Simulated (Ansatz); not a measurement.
Species: sum formula GeOCl (charge -1, singlet). 
Geometry from a B3LYP-D3(BJ)/def2-TZVP (Ansatz, a quantum-chemistry and plane-wave program) optimisation:
```xyz
3

Ge     0.4503     0.4439    -0.3239
O     -0.8502     1.2959    -0.9344
Cl    -0.4475    -1.4455     1.0493
```
Charge -1, spin multiplicity 1.

Basis-set convergence of Hartree-Fock and CCSD correlation energies (hartree) with Ansatz. Correlated levels leave the core frozen unless marked. No spin-orbit coupling. Frozen are the shells of the preceding noble gas and the d and f shells that filled before the atom's block. No relativistic terms. This anion needs diffuse functions, which these sets lack.

```csv
basis,functions,E(HF),"E(corr, CCSD)"
def2-SVP,64,-2609.32288,-0.42754
def2-TZVPP,121,-2609.85495,-0.55759
def2-QZVPP,216,?,?
```

Q: Fill in the missing entries.

A: 
- def2-QZVPP, E(HF): -2609.91707
- def2-QZVPP, E(corr, CCSD): -0.60127
